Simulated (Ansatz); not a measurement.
Relaxation of GaH₅Si (7 atoms, charge 0, multiplicity 1), to a largest force component of 0.03 eV/Å in at most 50 steps.

Method: Ansatz 0.2.0, RKS CAM-B3LYP-D4/def2-SVP.

```xyz
7
Properties=species:S:1:pos:R:3
Ga -0.925 -0.394 1.254
Si 0.777 0.495 -0.150
H -1.487 -0.980 -0.167
H -2.117 -1.414 0.006
H 2.018 -0.142 0.390
H 0.814 1.920 0.307
H 0.921 0.516 -1.639
```

Q: Where does it end, and by what steps?

A: The run converged. After 6 steps the energy has fallen by 0.964 eV; H3 moved furthest, 0.61 Å. Parted: Ga1–H3 (1.64 → 2.76 Å).

```
step  energy less start (eV)  largest force component (eV/Å)  accepted
   0                  0.0000                           3.637       yes
   1                 -0.5871                           1.308       yes
   2                 -0.8588                           0.675       yes
   3                 -0.9383                           0.208       yes
   4                 -0.9470                           0.164       yes
   5                 -0.9630                           0.066       yes
   6                 -0.9642                           0.020       yes
```

```xyz
7
Properties=species:S:1:pos:R:3
Ga -0.900 -0.234 1.763
Si 0.871 0.597 0.057
H -1.653 -1.241 -0.698
H -2.199 -1.521 -0.238
H 2.201 -0.052 0.304
H 1.101 2.071 0.209
H 0.578 0.381 -1.397
```

Time of the run: 13 s on 2 threads of Arm Neoverse V1 (shared host), peak memory 0.17 GiB.
